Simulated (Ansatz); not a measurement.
Isolated molecules relaxed with PBE0-D4/def2-TZVP in Ansatz; ΔE leaves out vibrations. CCSD(T)/CBS is the MP2 limit (def2-TZVPP, def2-QZVPP) plus CCSD(T) − MP2 in def2-TZVPP, frozen cores. Functionals use def2-TZVPP. Each species was taken in one conformer, which may not be the lowest.

Consider the redistribution: `F[B]([AlH2])[SiH3]` + `COB(F)Cl` → `F[B](F)[AlH2]` + `COB([SiH3])Cl`.

| level | ΔE (eV) |
| --- | --- |
| B2PLYP | -0.51 |
| CCSD/def2-TZVPP | -0.49 |

Q: What does CCSD(T)/CBS give? (An estimate is asked.)

A: Ansatz gave: -0.52 eV. The listed levels differ from it by 0.01, 0.03 eV.

Largest T1 diagnostic among the species: 0.015.

In def2-TZVPP, CCSD(T) changes the Hartree–Fock value by −0.08 eV (the triples alone add −0.02 eV) and MP2 by −0.13 eV.
